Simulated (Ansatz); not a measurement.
```yaml
crystal:
  periodic: [false, false, false]
  atoms:
    - {symbol: C, position_ang: [-0.313214, 1.017232, -0.560981]}
    - {symbol: B, position_ang: [-0.375590, -0.032495, -0.096458]}
    - {symbol: C, position_ang: [0.680405, -1.228045, 0.734372]}
    - {symbol: Cl, position_ang: [-1.653791, -1.612926, -0.804077]}
    - {symbol: H, position_ang: [0.969921, 1.529822, -0.604310]}
    - {symbol: H, position_ang: [-0.739333, 1.909901, -0.306260]}
    - {symbol: H, position_ang: [-0.580656, 1.278279, -1.946931]}
    - {symbol: H, position_ang: [0.234549, -1.634755, 1.619274]}
    - {symbol: h, position_ang: [1.556362, -1.405658, 0.611017]}
    - {symbol: H, position_ang: [0.889509, -0.129310, 1.636554]}
basis:
  gaussian: {orbitals: cc-pVDZ}
hamiltonian: {xc: {name: PBEsol}, dispersion: d4}
scf: {lower_state_search: off}
output: {forces: true}
```

```sh
$ ansatz run in.yaml --threads 4 --pin off --events-out ev --progress --plain --max-ram 10444MiB
```

(1) How does Ansatz answer? (An estimate is asked.)

Results:

(1) Computed: The input was rejected before any iteration.
```
Error: YAML parse error: error: line 12 column 16: `h` is not an element symbol (H … Og, case-exact)
10 |     - {symbol: H, position_ang: [-0.580656, 1.278279, -1.946931]}
11 |     - {symbol: H, position_ang: [0.234549, -1.634755, 1.619274]}
12 |     - {symbol: h, position_ang: [1.556362, -1.405658, 0.611017]}
13 |     - {symbol: H, position_ang: [0.889509, -0.129310, 1.636554]}
14 | basis:
```
